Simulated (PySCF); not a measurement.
Predicted microwave data (B3LYP/def2-SVPD in PySCF (dipole) on a GFN2-xTB geometry, gas phase) for one isomer of C2H8FPSi2:

```
Rotational constants : A = 2643, B = 914.3, C = 799.5 MHz
Dipole components    : |μa| = 0.55 D, |μb| = 0.89 D, |μc| = 1.11 D
Inertial defect      : -111.87 u·Å²
κ                    : -0.88
```

Problem. Which structure is it? (One computed conformer of each.)
A. `[F:1][Si@@H:2]([PH2:3])/[CH:4]=[CH:5]/[SiH3:6]` with F1–Si2–P3–H 85° and 177°, F1–Si2–C4–C5 178°
B. `[F:1]/[C:2]([SiH3:3])=[CH:4]\[SiH2:5][PH2:6]` with C2–C4–Si5–P6 84°, C4–Si5–P6–H -169° and -76°
C. `[F:1]/[C:2]([SiH3:3])=[CH:4]/[SiH2:5][PH2:6]` with C2–C4–Si5–P6 77°, C4–Si5–P6–H -74° and -167°
D. `[CH2:1]=[CH:2][SiH2:3][Si@H:4]([F:5])[PH2:6]` with C1–C2–Si3–Si4 7°, C2–Si3–Si4–F5 -56°, Si3–Si4–P6–H 41° and -52°
E. `[F:1]/[C:2](=[CH:3]/[SiH3:4])[SiH2:5][PH2:6]` with F1–C2–Si5–P6 108°, C2–Si5–P6–H -74° and -167°

Solution. C. It is F/C([SiH3])=C/[SiH2]P, an asymmetric top, point group C1. The candidates at the same level (rigid rotor, commonest isotopes):

```json
{"SMILES": "F/C([SiH3])=C\\[SiH2]P", "A (MHz)": "3804", "B (MHz)": "738.7", "C (MHz)": "718.6", "μa (D)": "0.88", "μb (D)": "0.59", "μc (D)": "0.68", "Δ (u·Å²)": "-113.65", "point group": "C1", "rotor": "near-prolate asymmetric top"}
{"SMILES": "F/C(=C/[SiH3])[SiH2]P", "A (MHz)": "1885", "B (MHz)": "1234", "C (MHz)": "860.7", "μa (D)": "0.34", "μb (D)": "0.74", "μc (D)": "0.45", "Δ (u·Å²)": "-90.38", "point group": "C1", "rotor": "asymmetric top"}
{"SMILES": "C=C[SiH2][Si@H](F)P", "A (MHz)": "3502", "B (MHz)": "916.5", "C (MHz)": "770.1", "μa (D)": "1.00", "μb (D)": "1.49", "μc (D)": "0.59", "Δ (u·Å²)": "-39.51", "point group": "C1", "rotor": "asymmetric top"}
{"SMILES": "F[Si@@H](P)/C=C/[SiH3]", "A (MHz)": "3112", "B (MHz)": "724.1", "C (MHz)": "618.2", "μa (D)": "1.64", "μb (D)": "1.24", "μc (D)": "0.55", "Δ (u·Å²)": "-42.82", "point group": "C1", "rotor": "near-prolate asymmetric top"}
{"SMILES": "F/C([SiH3])=C/[SiH2]P", "A (MHz)": "2643", "B (MHz)": "914.3", "C (MHz)": "799.5", "μa (D)": "0.55", "μb (D)": "0.89", "μc (D)": "1.11", "Δ (u·Å²)": "-111.87", "point group": "C1", "rotor": "asymmetric top"}
```

`F/C([SiH3])=C\[SiH2]P` has A 44 % too high; `C=C[SiH2][Si@H](F)P` has A 33 % too high; `F/C(=C/[SiH3])[SiH2]P` has B 35 % too high; `F[Si@@H](P)/C=C/[SiH3]` has C 23 % too low. No structure here is proved a minimum.
